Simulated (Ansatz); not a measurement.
C₂H₉SbSi, SMILES `C[CH2][SbH][SiH3]`. Charge 0, multiplicity 1. Correlated methods include outer-core shells of Sb, which these sets cover unevenly. Sb: def2 effective core potential.

```xyz
13

C    -0.133   -2.247    0.550
C    -0.093   -0.733    0.649
Sb   -0.872    0.221   -1.150
Si    0.067    2.537   -0.555
H     0.234   -2.712    1.471
H     0.490   -2.612   -0.270
H    -1.148   -2.615    0.380
H    -0.714   -0.374    1.473
H     0.921   -0.368    0.816
H     0.524   -0.129   -2.079
H     0.065    3.420   -1.752
H     1.454    2.451   -0.021
H    -0.796    3.160    0.487
```

(1) Give the diagnostics of a CCSD(T)/def2-TZVPP run (frozen core, the Gaussian-basis code of Ansatz). (Best estimate.)

Answers

(1) The calculation gave: T1 = 0.0122, largest single amplitude 0.021, largest double 0.032, (T) share of the correlation energy 3.4 %, 9 CCSD cycles. The RHF solution is stable towards an unrestricted one. T1 lies under the customary mark of 0.02 for closed shells.
